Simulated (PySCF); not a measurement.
C₄H₄N₂Si.
Geometry (PBE0-D3(BJ)/def2-SVP, Å), atoms numbered from 1 in this order:
```xyz
11
C4H4N2Si angstrom
C     -1.3620   -2.0612    0.5597
C     -0.4078   -1.3604    0.2770
Si     0.9387   -0.2187   -0.2048
C      1.9168    0.1629    1.3267
N      2.5323    0.3819    2.2840
N      0.3739    1.3062   -0.8218
C     -0.8327    1.6465   -0.9721
H     -2.1947   -2.6909    0.8215
H      1.8528   -0.8420   -1.1895
H     -1.0793    2.6448   -1.3771
H     -1.7014    1.0023   -0.7199
```

Jobs on this species (11 atoms, 56 electrons) with PySCF (density fitting). Hardware of each: one thread, Arm Neoverse V2 (aarch64) (shared host). The host was shared with other jobs, so the times are rough. Peak memory is the resident size of the whole Python process, interpreter and libraries included.

```json
{"level and settings": "delta-SCF UKS PBE, pcX-2 on the ionised atom, pcseg-1 elsewhere, spin-free X2C", "work": "ΔSCF core ionisation, 8 holes", "basis functions": "164", "SCF cycles": "?", "wall time": "?", "peak memory": "?"}
{"level and settings": "delta-SCF UKS SCAN, pcX-2 on the ionised atom, pcseg-1 elsewhere, non-relativistic", "work": "ΔSCF core ionisation, 8 holes", "basis functions": "164", "SCF cycles": "?", "wall time": "?", "peak memory": "?"}
{"level and settings": "delta-SCF UKS B3LYP, pcX-2 on the ionised atom, pcseg-1 elsewhere, spin-free X2C", "work": "ΔSCF core ionisation, 8 holes", "basis functions": "164", "SCF cycles": "?", "wall time": "?", "peak memory": "?"}
{"level and settings": "delta-SCF UKS PBE0, pcX-2 on the ionised atom, pcseg-1 elsewhere, spin-free X2C", "work": "ΔSCF core ionisation, 8 holes", "basis functions": "164", "SCF cycles": "140", "wall time": "68 s", "peak memory": "0.69 GiB"}
{"level and settings": "delta-SCF UKS SCAN, def2-TZVP on the ionised atom, pcseg-1 elsewhere, spin-free X2C", "work": "ΔSCF core ionisation, 8 holes", "basis functions": "141", "SCF cycles": "158", "wall time": "51 s", "peak memory": "0.54 GiB"}
{"level and settings": "PBE0-D3(BJ)/def2-SVP, grid level 1", "work": "geometry optimisation from a GFN2-xTB start shaken at random", "basis functions": "122", "SCF cycles": "82", "wall time": "58 s", "peak memory": "0.51 GiB"}
{"level and settings": "delta-SCF UKS SCAN, pcX-1 on the ionised atom, pcseg-1 elsewhere, spin-free X2C", "work": "ΔSCF core ionisation, 8 holes", "basis functions": "144", "SCF cycles": "157", "wall time": "44 s", "peak memory": "0.54 GiB"}
{"level and settings": "delta-SCF UKS HF, pcX-2 on the ionised atom, pcseg-1 elsewhere, spin-free X2C", "work": "ΔSCF core ionisation, 8 holes", "basis functions": "164", "SCF cycles": "144", "wall time": "47 s", "peak memory": "0.54 GiB"}
{"level and settings": "delta-SCF UKS SCAN, pcX-2 on the ionised atom, pcseg-1 elsewhere, spin-free X2C", "work": "ΔSCF core ionisation, 8 holes", "basis functions": "164", "SCF cycles": "156", "wall time": "55 s", "peak memory": "0.56 GiB"}
```

Task: Fill in the missing figures.

Result: 
- delta-SCF UKS PBE, pcX-2 on the ionised atom, pcseg-1 elsewhere, spin-free X2C; ΔSCF core ionisation, 8 holes: 33 s, 0.56 GiB, 158 SCF cycles
- delta-SCF UKS SCAN, pcX-2 on the ionised atom, pcseg-1 elsewhere, non-relativistic; ΔSCF core ionisation, 8 holes: 52 s, 0.61 GiB, 155 SCF cycles
- delta-SCF UKS B3LYP, pcX-2 on the ionised atom, pcseg-1 elsewhere, spin-free X2C; ΔSCF core ionisation, 8 holes: 73 s, 0.69 GiB, 143 SCF cycles

Task: What do all jobs in the table cost together?

Result: About 8.0 min; the longest takes about 15 % of that, and about 2.2 times as long as the shortest.
